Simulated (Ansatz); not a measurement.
F₂OSe, SMILES `O=[Se](F)F`. Charge 0, multiplicity 1. Geometry: relaxed with PBE0-D4/def2-TZVP.

```xyz
4

O    -0.913   -0.400    1.130
Se   -0.225    0.538    0.068
F    -0.330   -0.341   -1.421
F     1.468    0.203    0.223
```

What is the dipole moment at PBE/def2-TZVPP? (Best estimate.)

The calculation gave: 2.53 D, with components (-0.27, 2.47, -0.52) D in this frame, pointing from negative to positive charge.

And with r2SCAN, B3LYP, ωB97M-V? (Estimate.)

Ansatz gave: r2SCAN 2.60 D, B3LYP 2.81 D, ωB97M-V 2.87 D.

Give the Mulliken charges with PBE, r2SCAN, B3LYP in def2-TZVPP. (Best estimate.)

The calculation gave: 
```csv
atom,PBE,r2SCAN,B3LYP
O1,-0.41,-0.46,-0.47
Se2,0.91,1.02,1.07
F3,-0.25,-0.28,-0.30
F4,-0.25,-0.28,-0.30
```

B3LYP here is the variant with VWN-RPA as its local correlation; programs differ in this.
